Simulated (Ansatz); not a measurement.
Geometry optimisation, Ansatz 0.2.0, RKS PBE0-D4/def2-mTZVP.

Input:

```yaml
crystal:
  periodic: [false, false, false]
  atoms:
    - { symbol: B, position_ang: [-0.86277, 0.44145, -1.36769] }
    - { symbol: C, position_ang: [-0.16837, 0.25641, -0.16926] }
    - { symbol: C, position_ang: [0.13447, -1.15273, 0.30155] }
    - { symbol: "N", position_ang: [0.27759, 1.23263, 0.76834] }
    - { symbol: H, position_ang: [-1.48346, 0.53867, -2.32682] }
    - { symbol: H, position_ang: [-0.27169, -1.29803, 1.30257] }
    - { symbol: H, position_ang: [1.21356, -1.31638, 0.34151] }
    - { symbol: H, position_ang: [-0.30122, -1.88993, -0.3673] }
    - { symbol: H, position_ang: [0.52486, 0.8179, 1.6601] }
    - { symbol: H, position_ang: [-0.39706, 1.97396, 0.90393] }
basis:
  gaussian: { orbitals: def2-mTZVP }
hamiltonian:
  xc: pbe0
  dispersion: d4
relax:
  f_tol: 0.015
  max_steps: 40
output:
  orbitals: {}
```

Command:

```bash
$ ansatz run input.yaml --threads 1 --pin off --max-ram 2048MiB --backend cpu --events-out ev --progress --plain --runs-dir out
```

Where does it end, and by what steps?

It converged. After 11 steps the energy has fallen by 0.124 eV; H10 moved furthest, 0.46 Å.

```json
{"step": "0", "energy less start (eV)": "0.0000", "largest force component (eV/Å)": "0.906", "accepted": "yes"}
{"step": "1", "energy less start (eV)": "-0.0345", "largest force component (eV/Å)": "0.820", "accepted": "yes"}
{"step": "2", "energy less start (eV)": "-0.0721", "largest force component (eV/Å)": "0.289", "accepted": "yes"}
{"step": "3", "energy less start (eV)": "-0.0956", "largest force component (eV/Å)": "0.562", "accepted": "yes"}
{"step": "4", "energy less start (eV)": "-0.1050", "largest force component (eV/Å)": "0.541", "accepted": "yes"}
{"step": "5", "energy less start (eV)": "-0.1166", "largest force component (eV/Å)": "0.340", "accepted": "yes"}
{"step": "6", "energy less start (eV)": "-0.1164", "largest force component (eV/Å)": "0.372", "accepted": "no"}
{"step": "7", "energy less start (eV)": "-0.1232", "largest force component (eV/Å)": "0.087", "accepted": "yes"}
{"step": "8", "energy less start (eV)": "-0.1238", "largest force component (eV/Å)": "0.016", "accepted": "yes"}
{"step": "9", "energy less start (eV)": "-0.1239", "largest force component (eV/Å)": "0.029", "accepted": "yes"}
{"step": "10", "energy less start (eV)": "-0.1239", "largest force component (eV/Å)": "0.025", "accepted": "yes"}
{"step": "11", "energy less start (eV)": "-0.1239", "largest force component (eV/Å)": "0.006", "accepted": "yes"}
```

```xyz
10
Properties=species:S:1:pos:R:3
B -0.960 0.403 -1.231
C -0.220 0.272 -0.058
C 0.144 -1.160 0.247
N 0.333 1.203 0.843
H -1.498 0.414 -2.274
H -0.271 -1.469 1.214
H 1.233 -1.270 0.289
H -0.237 -1.862 -0.500
H 0.163 0.933 1.807
H -0.021 2.141 0.710
```

The run took 65 s on 1 thread of Intel(R) Xeon(R) Platinum 8259CL CPU @ 2.50GHz (Skylake/Cascade Lake), with other jobs on the host, peak memory 0.18 GiB.
